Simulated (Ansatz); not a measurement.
Calculated with Ansatz (gas phase, PBE0-D4/def2-TZVP geometries, no zero-point term in ΔE). CCSD(T)/CBS is the MP2 limit (def2-TZVPP, def2-QZVPP) plus CCSD(T) − MP2 in def2-TZVPP, frozen cores. This one scheme is used for every species, atoms too. Open shells (•) are unrestricted, without spin–orbit coupling. Spin–orbit coupling would lower the free atoms: a little for B, C, Si. One conformer a species, not always the lowest.

`CNB[SiH3]` → B• + C• + 8 H• + N• + Si•  (atomization)

```json
{"species": "`CNB[SiH3]`", "CCSD(T)/CBS(def2) energy (Eh)": "-411.45901"}
{"species": "B•", "CCSD(T)/CBS(def2) energy (Eh)": "-24.60433"}
{"species": "C•", "CCSD(T)/CBS(def2) energy (Eh)": "-37.79194"}
{"species": "H•", "CCSD(T)/CBS(def2) energy (Eh)": "-0.50000"}
{"species": "N•", "CCSD(T)/CBS(def2) energy (Eh)": "-54.53257"}
{"species": "Si•", "CCSD(T)/CBS(def2) energy (Eh)": "-288.94402"}
```

Q: Work out ΔE.

A: ΔE = 8 × (-0.50000) + (-24.60433) + (-37.79194) + (-54.53257) + (-288.94402) − (-411.45901) = 1.58615 Eh = +4164.4 kJ/mol.

Largest T1 diagnostic among the species: 0.014.

From r2SCAN to r2SCAN0 (25 % exact exchange), in def2-TZVPP and without D4, ΔE moves by −40.5 kJ/mol: exact exchange takes away binding that semilocal exchange gives to molecules. In def2-TZVPP, CCSD(T) changes the Hartree–Fock value by +938.8 kJ/mol (the triples alone add +45.6 kJ/mol) and MP2 by +949.0 kJ/mol; breaking electron pairs costs correlation energy, which Hartree–Fock lacks. At CCSD(T), def2-SVP lies −201.8 kJ/mol from the extrapolated value and def2-TZVPP −98.0 kJ/mol: correlation converges slowly with the basis, and small sets miss more of it in the bonded molecule than in its fragments.

For atomizations the MP2-based limit and the directly extrapolated one differ by several kJ/mol either way, and by 10 to 25 for some Ge, Se and Sn compounds, so smaller differences from it don't rank the levels.
